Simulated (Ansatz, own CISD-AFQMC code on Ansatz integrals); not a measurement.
CH3BSi, SMILES `B1C=[SiH]1` (charge 0, multiplicity 1).

Cartesian coordinates (Å):
```xyz
6

B     -0.8708    -0.5616     0.2865
C     -0.2202     0.7153    -0.0883
Si     1.0086    -0.3972     0.4130
H     -1.8747    -1.1813     0.4014
H     -0.5325     1.6860    -0.4517
H      2.4896    -0.2612     0.5104
```
Charge 0, spin multiplicity 1.

Frozen-core correlation energies in cc-pVDZ at a geometry from PBE0-D3(BJ)/def2-TZVP, on an HF energy of -353.12766 Ha (<S^2> = 0.00). Wave-function levels are from Ansatz, the walk from an own CISD-AFQMC code on Ansatz integrals (time step 0.005/Ha, trial state from CCSD amplitudes, largest double 0.08).

```csv
level,correlation energy (mHa)
MP2,-305.7
CCSD,-337.1
CCSD(T),-352.5
CCSDT(Q),-354.8
```

### Question
What correlation energy does phaseless AFQMC give, and where does it lie among these levels?

### Answer
-355.0 ± 0.4 mHa (one standard error). AFQMC minus each level: MP2 -49.3 mHa, CCSD -17.9 mHa, CCSD(T) -2.5 mHa, CCSDT(Q) -0.3 mHa.
